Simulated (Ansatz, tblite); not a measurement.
Removing and adding an electron: `C[Si](C)(C)C#CC#Cc1ccc(C#Cc2ccc(C#Cc3ccc(C#C[Si](C)(C)C)cc3)cc2)cc1`. The state is a singlet with charge 0. Geometry: PBE-D4/def2-SVP. Ansatz, gas phase; energy differences of separate SCF runs; the oxidised species was run as a doublet alone; the reduced species was run as a doublet alone.

Cartesian coordinates in Å:
```
C -10.257 7.168 8.730
Si -10.062 5.321 9.081
C -11.685 4.406 8.765
C -9.468 5.037 10.852
C -8.784 4.645 7.927
C -7.925 4.191 7.151
C -6.985 3.694 6.302
C -6.127 3.243 5.529
C -5.148 2.725 4.644
C -5.375 1.515 3.935
C -4.412 1.007 3.066
C -3.179 1.684 2.870
C -2.195 1.164 1.981
C -1.343 0.713 1.211
C -0.358 0.193 0.322
C -0.361 0.546 -1.052
C 0.603 0.036 -1.922
C 1.609 -0.848 -1.453
C 2.594 -1.369 -2.342
C 3.447 -1.821 -3.110
C 4.432 -2.343 -3.999
C 5.664 -1.667 -4.195
C 6.627 -2.177 -5.064
C 6.398 -3.384 -5.775
C 7.382 -3.906 -6.663
C 8.236 -4.360 -7.434
Si 9.514 -5.037 -8.585
C 9.016 -6.798 -9.058
C 9.582 -3.933 -10.118
C 11.181 -5.034 -7.694
C 5.165 -4.060 -5.579
C 4.202 -3.549 -4.710
C 1.612 -1.200 -0.079
C 0.648 -0.691 0.791
C -2.952 2.894 3.578
C -3.914 3.403 4.448
H -10.580 7.342 7.684
H -11.018 7.613 9.405
H -9.300 7.706 8.887
H -11.569 3.318 8.944
H -12.025 4.547 7.719
H -12.482 4.783 9.440
H -10.210 5.431 11.578
H -8.502 5.550 11.034
H -9.326 3.957 11.056
H -6.325 0.981 4.081
H -4.597 0.070 2.522
H -1.137 1.230 -1.426
H 0.591 0.316 -2.985
H 5.852 -0.731 -3.649
H 7.579 -1.646 -5.208
H 9.760 -7.243 -9.751
H 8.951 -7.447 -8.161
H 8.028 -6.810 -9.561
H 9.850 -2.892 -9.846
H 10.341 -4.308 -10.836
H 8.601 -3.909 -10.635
H 11.467 -4.007 -7.391
H 11.144 -5.661 -6.780
H 11.978 -5.433 -8.354
H 4.978 -4.996 -6.125
H 3.250 -4.080 -4.565
H 2.388 -1.885 0.295
H 0.660 -0.971 1.854
H -2.001 3.426 3.433
H -3.728 4.341 4.992
```

The xTB rows come from tblite. Single mean-field runs in def2-SVP are fitted with def2-universal-jkfit. HOMO above LUMO, or a gap near zero within one spin, warns that the state may not be the lowest or that an electron is smeared out.

```json
{"level": "GFN1-xTB", "−HOMO (eV)": "11.05", "vertical IE (eV)": "12.24", "−LUMO (eV)": "8.43", "vertical EA (eV)": "7.10", "HOMO–LUMO gap (eV)": "2.63", "IE − EA (eV)": "5.14", "remarks": "–"}
{"level": "GFN2-xTB", "−HOMO (eV)": "10.03", "vertical IE (eV)": "11.27", "−LUMO (eV)": "7.38", "vertical EA (eV)": "5.99", "HOMO–LUMO gap (eV)": "2.65", "IE − EA (eV)": "5.28", "remarks": "–"}
{"level": "PBE-D4/def2-SVP", "−HOMO (eV)": "5.40", "vertical IE (eV)": "6.73", "−LUMO (eV)": "2.71", "vertical EA (eV)": "1.38", "HOMO–LUMO gap (eV)": "2.70", "IE − EA (eV)": "5.35", "remarks": "gap within one spin near zero (+1 doublet), gap within one spin near zero (-1 doublet)"}
{"level": "PBE0-D4/def2-SVP", "−HOMO (eV)": "6.33", "vertical IE (eV)": "7.28", "−LUMO (eV)": "2.08", "vertical EA (eV)": "1.12", "HOMO–LUMO gap (eV)": "4.25", "IE − EA (eV)": "6.15", "remarks": "–"}
```

   Raw xTB energy differences between charge states are shifted by several eV; the methods need an empirical correction for them. Sets without diffuse functions give affinities that are too small.
